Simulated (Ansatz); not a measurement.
Frontier orbitals of CH2AlClFN, SMILES `N=[C](Cl)[AlH][F]`.

```xyz
7

N    -0.221   -0.646    1.448
C     0.371   -0.049    0.518
Cl    2.031    0.573    0.678
Al   -0.604    0.198   -1.177
F     0.134    1.074   -2.355
H     0.321   -0.747    2.309
H    -2.031   -0.402   -1.421
```

The species carries charge 0 and has multiplicity 1. All single points use the PBE0-D4/def2-TZVP geometry. It is one conformer, not always the lowest. Basis def2-TZVPP, Ansatz 0.2.0.

Orbital energies of one run (eV). Highest occupied ones, from the top: -10.48, -11.24, -11.32, -12.63, -13.91, -14.37, -14.54, -14.84, -16.15, -16.61, -19.76, -26.24, -29.43, -34.90. Empty: -0.01, 1.78, 2.04, 2.39, 3.36, 3.88.

Task: Which functional gave them?
A. B97M-V
B. LDA (SPW92)
C. ωB97X-V
D. r2SCAN0

Result: C. HOMO energies: ωB97X-V -10.48, r2SCAN0 -8.37, LDA (SPW92) -6.93, B97M-V -7.27 eV.
